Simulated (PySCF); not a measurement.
C7H14.
Numbering: `[CH3:1][CH2:2][CH:3]1[CH2:4][CH2:5][CH2:6][CH2:7]1`

NICS is the negative of the GIAO shielding at a point without a nucleus: at the ring centre (0) and 1 Å above and below it (1); zz is the component along the ring normal. Level: GIAO PBE0/pcSseg-1 (PySCF, non-relativistic, gas phase) on the GFN2-xTB geometry, one conformer.

Ring bond lengths (Å), with Mayer bond orders in brackets: C3–C4 1.534 (1.01), C4–C5 1.524 (1.03), C5–C6 1.527 (1.04), C6–C7 1.536 (1.04), C7–C3 1.544 (0.99).

Problem. What do the NICS probes read (ppm)?

Solution. 
```tsv
ring	type	NICS(0)	NICS(1), two faces	NICS(1)zz, two faces	rms pucker (Å)	centre to ring atoms, mean (Å)
C3–C4–C5–C6–C7	5-membered carbocycle; formal bonds all single	-5.2	-3.9 / -4.0	-3.7 / -3.0	0.18	1.28
```

Problem. What can be read from them?

Solution. 
- C3–C4–C5–C6–C7: mean NICS(1)zz -3.4 ppm, shielded. C3, C4, C5, C6, C7 have four or more neighbours; no verdict on aromaticity is drawn.

Problem. At the second NICS(1) probe listed for ring C3–C4–C5–C6–C7, 1 Å off the ring, how large is the induced field along the normal in 1 T applied along it?

Solution. NICSzz × B0 = -3.0 ppm × 1 T = -3 μT, against the applied field.

Problem. Give the inner angles of the rings and the Hirshfeld charges of the ring atoms.

Solution. 
- C3–C4–C5–C6–C7: C3 104.8° (-0.021 e), C4 103.7° (-0.072 e), C5 102.6° (-0.072 e), C6 104.7° (-0.070 e), C7 106.5° (-0.071 e); sum 522.4° against 540° for a flat convex ring.

Problem. How shielded are the nuclei of the rings and their hydrogens (means over atoms taken as equivalent)?

Solution. 
| atoms | environment | σ isotropic (ppm) | principal values of the symmetric part, first atom (ppm) |
| --- | --- | --- | --- |
| C3 | sp3 CH carbon | 142.0 | 118.1, 141.7, 166.3 |
| C4 (×2) | ring CH2 carbon | 151.1 | 121.0, 154.8, 167.1 |
| C5 (×2) | ring CH2 carbon | 156.6 | 131.3, 164.8, 170.5 |
| H on C3 | methine hydrogen | 30.12 | 27.2, 28.3, 34.9 |
| H on C4 (×2) | methylene hydrogen | 30.63 | 26.0, 30.2, 36.0 |
| H on C4 (×2) | methylene hydrogen | 29.85 | 25.3, 28.0, 36.3 |
| H on C5 (×2) | methylene hydrogen | 30.09 | 25.2, 27.0, 37.7 |
| H on C5 (×2) | methylene hydrogen | 30.11 | 26.0, 27.8, 37.2 |
